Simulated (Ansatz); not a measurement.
Rh5. Total charge 0; doublet. Geometry PBE0-D4/def2-SVP; atoms count from 1.

| atom | x (Å) | y (Å) | z (Å) |
| --- | --- | --- | --- |
| Rh1 | 1.266 | 0.778 | 0.888 |
| Rh2 | 0.288 | -1.490 | 0.262 |
| Rh3 | 0.921 | 0.348 | -1.467 |
| Rh4 | -1.415 | -0.069 | -0.995 |
| Rh5 | -1.060 | 0.433 | 1.312 |

In the def2 sets Rh takes a core potential; there is no spin–orbit coupling. The charge 0 doublet is spin-contaminated (final ⟨S²⟩ up to 2.84, 0.75 for a pure state). The structure comes from a short search, and lower isomers may exist.

(1) Estimate the Mulliken populations from the PBE0/def2-TZVP orbitals of Ansatz.

(2) Where does the spin sit?

(3) And the Mayer bond orders between heavy atoms (over 0.3)?

## Answers

(1) 
| atom | charge (e) | spin (α − β) | d electrons |
| --- | --- | --- | --- |
| Rh1 | 0.02 | 0.09 | 8.27 |
| Rh2 | -0.05 | 1.39 | 8.14 |
| Rh3 | 0.01 | 0.50 | 8.29 |
| Rh4 | 0.02 | 0.07 | 8.27 |
| Rh5 | 0.01 | -1.05 | 8.15 |
Mulliken values depend strongly on the basis.

(2) Summed by element: Rh 1.00, of 1 unpaired in all. Largest on single atoms: Rh2 1.39, Rh5 -1.05, Rh3 0.50.

(3) Rh1–Rh2 0.76 (2.55 Å); Rh1–Rh3 0.98 (2.42 Å); Rh1–Rh5 1.09 (2.39 Å); Rh2–Rh3 0.67 (2.60 Å); Rh2–Rh4 0.76 (2.55 Å); Rh2–Rh5 0.64 (2.57 Å); Rh3–Rh4 0.98 (2.42 Å); Rh4–Rh5 1.10 (2.39 Å).
